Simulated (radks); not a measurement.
Question: Species: Sr III. Configuration: [Kr]. All-electron calculation, Dirac Kohn-Sham, BLYP, spin-unpolarised, spherical densities, point nucleus; speed of light set to 13703.6 atomic units (100 times the physical value, a model run). Program: a radial shooting solver on a logarithmic mesh with Libxc functionals. Some entries of the table are withheld. Estimate them.

orbital,occ.,eigenvalue (eV),<1/r> (bohr^-1),<r> (bohr)
1s1/2,2,-15629.24,37.49,(1)
2s1/2,2,-2098.289,8.375,0.1770
2p1/2,2,-1913.224,(2),(3)
2p3/2,4,-1913.218,(4),(5)
3s1/2,2,-334.8340,2.827,0.5036
3p1/2,2,-267.1281,2.726,0.5035
3p3/2,4,-267.1271,2.726,0.5035
3d3/2,4,-144.5026,2.511,0.4968
3d5/2,6,-144.5024,2.511,0.4968
4s1/2,2,-53.0437,0.9724,1.377
4p1/2,2,(6),(7),1.558
4p3/2,4,(8),(9),1.558

Answer: 
(1) 1s1/2 <r> (bohr): 0.04018
(2) 2p1/2 <1/r> (bohr^-1): 8.362
(3) 2p1/2 <r> (bohr): 0.1522
(4) 2p3/2 <1/r> (bohr^-1): 8.362
(5) 2p3/2 <r> (bohr): 0.1522
(6) 4p1/2 eigenvalue (eV): -36.2609
(7) 4p1/2 <1/r> (bohr^-1): 0.8507
(8) 4p3/2 eigenvalue (eV): -36.2608
(9) 4p3/2 <1/r> (bohr^-1): 0.8507
